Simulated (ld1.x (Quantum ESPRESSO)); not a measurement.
u(r) = r·R(r): atom against pseudo-atom (tungsten)

Columns: radius, all-electron u(r) and pseudo u(r) of the 6p shell (level -1.10 eV) of tungsten in the configuration [Xe] 4f14 5d5 6s1 6p0; PBEsol, scalar-relativistic, TM scheme, ld1.x (Quantum ESPRESSO) 7.5.

```
r (bohr)  all-electron  pseudo
   0.208       -0.0266  0.0026
   0.415        0.1006  0.0104
   0.622       -0.0504  0.0234
   0.830       -0.1665  0.0417
   1.038       -0.1806  0.0651
   1.245       -0.1272  0.0935
   1.453       -0.0427  0.1268
   1.660        0.0488  0.1642
   1.868        0.1362  0.2053
   2.075        0.2134  0.2485
   2.282        0.2792  0.2923
   2.490        0.3338  0.3349
   2.698        0.3777  0.3740
   2.905        0.4117  0.4074
   3.113        0.4372  0.4342
   3.320        0.4551  0.4536
   3.528        0.4666  0.4661
   3.735        0.4725  0.4724
   3.943        0.4737  0.4737
   4.150        0.4711  0.4711
   4.358        0.4652  0.4652
   4.565        0.4568  0.4568
   4.773        0.4465  0.4465
   4.980        0.4347  0.4347
   5.188        0.4218  0.4218
   5.395        0.4082  0.4082
```

(1) How many radial nodes do the two functions have?

(2) At about which radius was the pseudo-wave matched?

(3) Where does each function peak?

(4) Is the pseudo-wave norm-conserving?

Answers

(1) The all-electron 6p function has n − l − 1 = 4 (the table is too coarse to show those close to the nucleus); the pseudo-wave has 0, since the states of the same l below it are removed with the core.

(2) 4.15 bohr. The columns agree to 0.0005 from 3.73 bohr on; several derivatives are matched, so the curves merge somewhat inside the radius.

(3) Outermost all-electron maximum near 3.94 bohr, pseudo maximum near 3.94 bohr (to the table’s step).

(4) Yes: the TM scheme keeps the norm inside the radius equal to the all-electron one, which fixes the energy derivative of the logarithmic derivative at the level.
